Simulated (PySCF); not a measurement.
## Nonlinear optical response: SMILES C1CC2(C([Se]C)=CC=C2)C1, C9H12Se

Geometry (Å), atoms numbered from 1 in this order:
```xyz
22

C     3.396    0.603    1.022
Se    1.546    1.170    1.061
C     0.849   -0.116   -0.117
C     1.470   -1.122   -0.779
C     0.472   -1.841   -1.573
C    -0.740   -1.278   -1.395
C    -0.619   -0.121   -0.446
C    -1.672   -0.130    0.704
C    -2.553    0.818   -0.126
C    -1.306    1.187   -0.946
H     3.793    0.674    0.000
H     3.952    1.282    1.681
H     3.486   -0.427    1.395
H     2.530   -1.374   -0.743
H     0.696   -2.701   -2.207
H    -1.682   -1.586   -1.850
H    -2.071   -1.111    0.997
H    -1.263    0.367    1.597
H    -3.073    1.628    0.405
H    -3.293    0.269   -0.728
H    -0.790    2.068   -0.535
H    -1.399    1.308   -2.035
```

Level of theory: quadratic response CAM-B3LYP/def2-SVPD first hyperpolarisability, Taylor convention, gas phase in PySCF. Geometry: PBE0-D3(BJ)/def2-SVP.

The calculation is non-relativistic, which matters for the atoms heavier than Zn.

Task: Give β for the processes computed.

Result: In au, Taylor convention; the vector part is βᵢ = ⅓ Σⱼ (βᵢⱼⱼ + βⱼᵢⱼ + βⱼⱼᵢ); β∥ is 3/5 of the vector part along the dipole, the dipole points from − to +:
| process | λ (nm) | β vector norm | β∥ | β HRS | depolarisation ratio |
| --- | --- | --- | --- | --- | --- |
| static β(0;0,0) | ∞ | 190.1 | 83.1 | 103.4 | 2.78 |
| second harmonic β(−2ω;ω,ω) | 1907 | 226.2 | 93.5 | 119.8 | 2.90 |
| Pockels β(−ω;ω,0) | 1907 | 201.2 | 86.3 | – | – |
| second harmonic β(−2ω;ω,ω) | 1064 | 350.1 | 126.8 | 174.8 | 3.23 |
| Pockels β(−ω;ω,0) | 1064 | 229.0 | 94.3 | – | – |

Task: Which lowest excitations, dipole and polarisabilities go with it?

Result: S1 4.22 eV (f = 0.163); S2 4.56 eV (f = 0.000); S3 5.33 eV (f = 0.021); dipole 0.55 D; isotropic α 129.9 au static, 130.4 au at 1907 nm, 131.6 au at 1064 nm, 132.0 au at 953.5 nm, 137.5 au at 532 nm.
